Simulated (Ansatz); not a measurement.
Tetramethyltin → 4 C• + 12 H• + Sn•  (atomization)

Gas-phase electronic energies from Ansatz, PBE0-D4/def2-TZVP geometries. CCSD(T)/CBS adds triple-zeta CCSD(T) − MP2 to the extrapolated MP2 energy (def2 sets, frozen cores). This one scheme is used for every species, atoms too. DFT in def2-TZVPP. Open shells (•) are unrestricted, without spin–orbit coupling. Spin–orbit coupling would lower the free atoms: a little for C; strongly for Sn. Elements past krypton have def2 core potentials. Bonds to Sn are less sure, by a few kJ/mol each and by 10 to 20 or more in all where they break to atoms, as the def2 sets lack core-valence functions.

`[CH3][Sn]([CH3])([CH3])[CH3]`:

Cartesian coordinates in Å:
```
C 1.935 -0.088 -0.928
Sn 0.000 0.000 0.000
C -0.736 -1.993 0.310
C -1.356 1.074 -1.273
C 0.157 1.007 1.890
H 2.638 -0.625 -0.290
H 1.873 -0.603 -1.887
H 2.320 0.919 -1.098
H -1.719 -1.966 0.784
H -0.056 -2.554 0.954
H -0.824 -2.518 -0.642
H -2.346 1.122 -0.818
H -1.442 0.578 -2.240
H -0.999 2.092 -1.435
H 0.531 2.022 1.749
H -0.819 1.060 2.374
H 0.843 0.473 2.549
```

Task: What is ΔE at CCSD(T)/CBS? (Estimate.)

Result: Ansatz gave: +63.76 eV.

Task: What do these levels give: LDA (SPW92), ωB97X-V, CCSD/def2-SVP, CCSD(T)/def2-SVP, MP2/def2-QZVPP, CCSD/CBS(def2)? (An estimate is asked.)

Result: Computed: LDA (SPW92) 71.13, ωB97X-V 63.58, CCSD/def2-SVP 59.98, CCSD(T)/def2-SVP 60.45, MP2/def2-QZVPP 63.28, CCSD/CBS(def2) 63.05 eV.

Largest T1 diagnostic among the species: 0.011.

In def2-TZVPP, CCSD(T) changes the Hartree–Fock value by +14.50 eV (the triples alone add +0.71 eV) and MP2 by +14.58 eV; breaking electron pairs costs correlation energy, which Hartree–Fock lacks. Leaving LDA and LC-ωPBE aside and taking each functional with its dispersion term where it has one, the values, not all of them listed here, spread over 1.75 eV, from BHLYP-D4 to PBE-D4. LDA lies +7.45 eV from PBE without D4, its usual overbinding.

For atomizations the MP2-based limit and the directly extrapolated one differ by several kJ/mol either way, and by 10 to 25 for some Ge, Se and Sn compounds, so smaller differences from it don't rank the levels.
